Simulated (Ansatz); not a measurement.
Reaction (formal loss of a carbene): `C[Se]BCF` → `C[Se]BF` + `[CH2]` (triplet)

Computed with Ansatz on PBE0-D4/def2-TZVP structures; ΔE is electronic, products minus reactants. CCSD(T)/CBS is the MP2 limit (def2-TZVPP, def2-QZVPP) plus CCSD(T) − MP2 in def2-TZVPP, frozen cores. This one scheme is used for every species. DFT in def2-TZVPP. Triplets are unrestricted, without spin–orbit coupling. For Se outer-core shells are correlated without core-valence functions, which leaves a few kJ/mol of doubt a bond. Scalar relativity is left out up to krypton. One conformer a species, not always the lowest.

`C[Se]BCF`:

Cartesian coordinates in Å:
```
C 0.441 1.532 -1.696
Se 1.212 0.480 -0.246
B -0.319 -0.450 0.393
C -0.190 -1.396 1.637
F -1.343 -2.143 1.855
H 1.020 1.349 -2.599
H 0.491 2.587 -1.432
H -0.592 1.226 -1.841
H -1.364 -0.283 -0.158
H 0.647 -2.099 1.547
H -0.002 -0.803 2.542
```

`C[Se]BF`:

```xyz
8

C    -0.973   -0.341    0.817
Se   -0.705    0.008   -1.084
B     1.172    0.419   -1.037
F     1.791    0.727   -2.164
H    -0.031   -0.199    1.341
H    -1.721    0.351    1.197
H    -1.318   -1.366    0.939
H     1.785    0.401   -0.009
```

`[CH2]` (triplet):

Z-matrix (Å, degrees):
```
C
H 1 1.079
H 1 1.079 2 134.9
```

```
             level  ΔE (kcal/mol)
               PBE           62.5
SCS-MP2/def2-TZVPP           59.8
```

(1) What does CCSD(T)/CBS give? (An estimate is asked.)

Largest T1 diagnostic among the species: 0.012.

## Answers

(1) The calculation gave: +60.3 kcal/mol. The listed levels differ from it by 2.2, -0.5 kcal/mol.

From PBE to PBE0 (25 % exact exchange), in def2-TZVPP and without D4, ΔE moves by −2.6 kcal/mol. The D4 term adds +2.1 kcal/mol with B3LYP and +1.1 kcal/mol with PBE0; it sums over pairs of atoms, weighted by their polarisabilities, and B3LYP, whose exchange is more repulsive, gets the larger term.

B3LYP here is the variant with VWN-RPA as its local correlation; programs differ in this.
